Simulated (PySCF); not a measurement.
Species: C₄H₈O₂SSi.
Structure used (GFN2-xTB), in Å, numbered top down from 1:
```xyz
16
C4H8O2SSi angstrom
C     -2.853    0.680   -0.634
C     -2.817   -0.403    0.117
O     -1.724   -1.142    0.395
Si    -0.165   -1.002   -0.027
O      0.610   -2.216    0.702
S      0.589    0.907    0.630
C      2.319    0.573    0.604
C      3.233    1.524    0.684
H     -1.964    1.077   -1.091
H     -3.775    1.205   -0.797
H     -3.699   -0.812    0.595
H      0.108   -1.194   -1.438
H      0.323   -2.562    1.544
H      2.566   -0.474    0.533
H      2.958    2.561    0.756
H      4.283    1.288    0.685
```

Computed with TDDFT PBE0/def2-SVPD, vertical, gas phase, core orbitals frozen in the response in PySCF.

Broadening: Gaussians 0.3 eV wide at half height, area fixed by f = 4.319×10⁻⁹ ∫ε dν̃. The width is an assumption, not a result. The curve ends short of the highest state used, and states not computed would add to its high-energy end.

```tsv
E (eV)	ε (L mol⁻¹ cm⁻¹)
4.93	13
4.97	38
5.01	100
5.06	289
5.10	604
5.14	1144
5.18	1964
5.22	3055
5.27	4620
5.31	5760
5.35	6514
5.39	6701
5.44	6146
5.48	5353
5.52	4673
5.56	4542
5.61	5658
5.65	7697
5.69	10514
5.73	13552
5.77	16060
5.82	17415
5.86	16679
5.90	14519
5.94	11517
5.99	7643
6.03	5094
6.07	3278
6.11	2145
6.15	1512
```

Q: Where are the band maxima, and which computed states make them?

A: 230 nm (5.38 eV), ε about 6700, made up of S1 (99%); 213 nm (5.82 eV), ε about 17000, made up of S2 (99%) (ε in L mol⁻¹ cm⁻¹; maxima over ε = 5, shares over 10%). The states used: S1 5.38 eV (f 0.074); S2 5.82 eV (f 0.192); S3 5.93 eV (f 0.0013); S4 6.15 eV (f 0.0050); S5 6.19 eV (f 0.0044); S6 6.48 eV (f 0.012); S7 6.64 eV (f 0.020); S8 6.75 eV (f 0.019).

Q: Coming from long wavelengths, where does ε first pass 100 L mol⁻¹ cm⁻¹?

A: At about 247 nm (5.01 eV), 0.37 eV below S1.

Q: On this curve, what absorbance would a 10⁻⁵ mol/L sample give at 248 nm over a 1 cm path?

A: 248 nm is 4.999 eV, where ε is about 78 L mol⁻¹ cm⁻¹, so A = ε c l ≈ 0.00078 (Beer–Lambert, with the gas-phase spectrum and the assumed width).

Q: What would ε be at 5.82 eV, the highest of these maxima, with half the width (0.15 eV)?

A: About 34600 L mol⁻¹ cm⁻¹ against 17400, a factor of about 1.99; a lone state at its own centre would give exactly 2.

Time: 1.8 min wall (grids of density and orbitals included); peak memory 0.91 GiB. Hardware: an Arm Neoverse N1 with one thread, shared host.

One conformer stands for the species.
